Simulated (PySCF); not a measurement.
Question: Give a PBE0-D3(BJ)/def2-SVP geometry of InChI=1S/C3H11BClP/c1-2-3-4(5)6/h4H,2-3H2,1,6H3/t4-/m1/s1.

Answer: 
Z-matrix in Å and degrees, rows numbered from 1:
```
C 
C   1  1.5207
C   2  1.5255  1  113.99
B   3  1.6009  2  116.90  1  -173.33
P   4  1.9938  3  111.21  2   -56.49
Cl  4  1.8716  3  114.97  2    55.55
H   1  1.1024  2  111.34  3   -59.13
H   1  1.1013  2  111.99  3  -179.74
H   1  1.1020  2  110.84  3    60.11
H   2  1.1081  1  108.73  3   122.69
H   2  1.1035  1  109.74  3  -122.42
H   3  1.1067  2  109.88  1    60.72
H   3  1.1062  2  109.01  1   -53.74
H   4  1.2206  3  116.19  2  -171.67
H   5  1.4129  4  113.44  3  -176.86
H   5  1.4195  4  120.22  3   -57.47
H   5  1.4148  4  117.60  3    66.08
```

P5 (phosphorus bonded to B and 3 H) is distorted tetrahedral (angles from 100.7° to 120.2°). Of the pairs four or more bonds apart, Cl6···H11 is among the closest relative to their van der Waals radii: 2.90 Å, 98 % of the sum of Bondi's values. B4 (four-coordinate boron) is distorted tetrahedral (angles from 99.5° to 116.2°).

Computed with PBE0-D3(BJ)/def2-SVP geometry optimisation, gas phase in PySCF 2.14.0.

Point group: C1 (no symmetry element, even within 0.4 Å). Not checked by PBE0-D3(BJ)/def2-SVP frequencies. One conformer, not necessarily the lowest (C1–C2–C3–B4 -173°, C2–C3–B4–P5 -56°).
